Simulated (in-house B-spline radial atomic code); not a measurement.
Configurations of neutral niobium, with energies counted from [Kr] 4d4 5s1. Level of theory: scalar-relativistic (X2C) B97-1, spin-polarised, spherical fractional occupations, Fermi nucleus of rms radius 4.324 fm; calculated with an all-electron radial atomic-structure program (B-spline basis). Shells without spins written out take the highest spin.

Caution: exact exchange at fractional occupations of open shells leaves self-interaction of up to several eV.

Occupations are held fixed; configurations that lie above the ionisation limit could autoionise.

| configuration | E - E(ref) (eV) | highest orbital | its <r> (bohr) |
| --- | --- | --- | --- |
| [Kr] 4d3 5s2 | 0.93289 | 5s down | 3.692 |
| [Kr] 4d(3 up, 1 down) 5s(0 up, 1 down) | 3.0977 | 4d down | 2.416 |
| [Ar] 3d10 4s2 4p5 4d5 5s1 | 29.141 | 5s up | 3.585 |
| [Ar] 3d10 4s2 4p(2 up, 3 down) 4d(5 up, 0 down) 5s(0 up, 1 down) | 33.414 | 5s down | 3.832 |
| [Ar] 3d10 4s2 4p5 4d4 5s1 5d1 | 37.383 | 5d up | 11.19 |

(1) Order these further configurations by energy, lowest first.
A. [Kr] 4d4 6f1
B. [Ar] 3d9 4s2 4p6 4d4 5s1 6p1
C. [Ar] 3d9 4s2 4p6 4d4 5s2
D. [Kr] 4d5
E. [Ar] 3d10 4s2 4p5 4d4 5s1 6s1

(2) How far above the reference does [Kr] 4d(1 up, 2 down) 5s(0 up, 1 down) 6p(0 up, 1 down) lie?

## Answers

(1) D (0.19512 eV), A (6.289 eV), E (36.396 eV), C (207.27 eV), B (212.78 eV).

(2) 8.6385 eV; its least bound orbital is 6p down with <r> = 11.88 bohr.
